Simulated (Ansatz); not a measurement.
Calculated with Ansatz (gas phase, PBE0-D4/def2-TZVP geometries, no zero-point term in ΔE). CCSD(T)/CBS adds triple-zeta CCSD(T) − MP2 to the extrapolated MP2 energy (def2 sets, frozen cores). This one scheme is used for every species. Functionals use def2-TZVPP. HSE06 is defined as in plane-wave codes. For Ga outer-core shells are correlated without core-valence functions, which leaves a few kJ/mol of doubt a bond. Scalar relativity is left out up to krypton. One conformer a species, not always the lowest.

Reaction (ligand exchange at a Ga–C bond): `N=C=[CH][GaH2]` + `C=N` → `C=[N][GaH2]` + `C=C=N`

`N=C=[CH][GaH2]`:

Cartesian coordinates in Å:
```
N 0.080 1.210 -1.904
C 0.384 0.748 -0.823
C 0.720 0.124 0.278
Ga -0.493 -1.177 1.028
H -0.448 2.074 -1.942
H 1.676 0.364 0.731
H -0.067 -1.919 2.338
H -1.853 -1.425 0.294
```

`C=N`:

Cartesian coordinates in Å:
```
C -0.031 -0.181 0.344
N -0.318 -0.037 -0.875
H 0.662 0.458 0.905
H -0.496 -0.995 0.902
H 0.183 0.756 -1.277
```

`C=[N][GaH2]`:

Cartesian coordinates in Å:
```
C 1.396 0.354 0.390
N 0.236 0.252 -0.044
Ga -1.423 -0.362 -0.396
H 1.873 -0.407 1.028
H 2.025 1.227 0.157
H -2.538 0.122 0.575
H -1.569 -1.185 -1.709
```

`C=C=N`:

Cartesian coordinates in Å:
```
C 0.556 0.780 -0.156
C -0.250 -0.244 -0.076
N -1.040 -1.169 -0.108
H 0.243 1.748 0.209
H 1.545 0.662 -0.577
H -1.055 -1.777 0.708
```

```tsv
level	ΔE (kJ/mol)
B97M-V	8.4
PBE0	11.1
HSE06	11.1
RPA@PBE/def2-TZVPP	14.5
```

Task: What does CCSD(T)/CBS give? (An estimate is asked.)

Result: Computed: +12.3 kJ/mol. The listed levels differ from it by -3.9, -1.2, -1.2, 2.2 kJ/mol.

Largest T1 diagnostic among the species: 0.017.

From BLYP to BHLYP (50 % exact exchange), in def2-TZVPP and without D4, ΔE moves by +5.8 kJ/mol. Leaving LDA and LC-ωPBE aside and taking each functional with its dispersion term where it has one, the values, not all of them listed here, spread over 11.8 kJ/mol, from BLYP-D4 to PBE-QIDH. LDA lies −5.4 kJ/mol from PBE without D4.
